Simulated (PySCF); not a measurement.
# Excitation energy of Ho by level of theory

Ho [Xe] 4f11 6s2 (high-spin determinant) → Ho [Xe] 4f11 5d2 (high-spin determinant), as a difference of total energies. All numbers are calculated (PySCF 2.14, scalar relativity by spin-free X2C-1e, in x2c-TZVPPall with one added diffuse shell each of s, p, d, f type (12s8p8d5f2g, 129 functions)). Correlated levels: valence: [Kr] 4d10 frozen; valence and next inner shell: [Ar] 3d10 frozen. The calculations carry no spin-orbit coupling.

```csv
method,excitation energy (cm⁻¹)
UHF,39019
LDA,39763
PBE,37479
PBE0,37724
r2SCAN,35019
MP2 (valence),42425
SCS-MP2 (valence),44494
MP2 (valence and next inner shell),42795
SCS-MP2 (valence and next inner shell),44781
```

A first-order spin-orbit estimate (lowest level to lowest level, LS coupling) adds 0.081 eV.

The determinant of the upper state and of the lower state mixes LS terms, which raises its energy above the lowest term, most at the Hartree-Fock and MP2 levels.
